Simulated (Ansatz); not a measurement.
The cluster Os4, relaxed as a singlet with RKS r2SCAN-D4/def2-SVP in Ansatz, starting from packed atoms. Force threshold 0.02 eV/Å.

In the def2 sets Os takes a core potential; there is no spin–orbit coupling. The restricted singlet is unstable towards broken spin symmetry at other levels; at r2SCAN-D4/def2-SVP this wasn't settled. At r2SCAN-D4/def2-SVP a triplet of charge 0 lies 0.71 eV below the restricted singlet, each at its own geometry. The structure comes from a short search, and lower isomers may exist.

Start:

Cartesian coordinates in Å:
```
Os 0.1508 1.6321 -0.8403
Os -1.7635 -0.6564 -0.0451
Os 0.8924 -1.3356 -0.6858
Os 0.7202 0.3599 1.5712
```

| step | energy (eV) | largest force component (eV/Å) | SCF passes |
| --- | --- | --- | --- |
| 1 | -9863.4645 | 7.107 | 203 |
| 2 | -9868.2519 | 5.374 | 56 |
| 3 | -9870.0154 | 2.682 | 55 |
| 4 | -9870.5320 | 2.244 | 105 |
| 5 | -9870.9674 | 2.084 | 64 |
| 6 (rejected) | -9870.4617 | 6.506 | 46 |
| 7 | -9871.2187 | 1.179 | 39 |
| 8 | -9871.2932 | 0.255 | 41 |
| 9 | -9871.2953 | 0.107 | 36 |
| 10 (rejected) | -9871.2947 | 0.130 | 30 |
| 11 | -9871.2957 | 0.023 | 30 |
| 12 (rejected) | -9871.2956 | 0.037 | 31 |
| 13 | -9871.2957 | 0.002 | 32 |

Force components are those of the run's own axes.

End:

Cartesian coordinates in Å:
```
Os -0.2053 1.6159 -0.5269
Os -1.2636 -0.4008 -0.2467
Os 0.7457 -1.5059 -0.3268
Os 0.7232 0.2908 1.1004
```

By distances, no bond broke or formed. The bond that changes most is Os1–Os2, from 3.09 to 2.29 Å (atoms count from 1).

No frequencies were taken in this run, so the end may be a saddle point.

Run time 71 s (4 threads of Arm Neoverse V1 on a shared host).
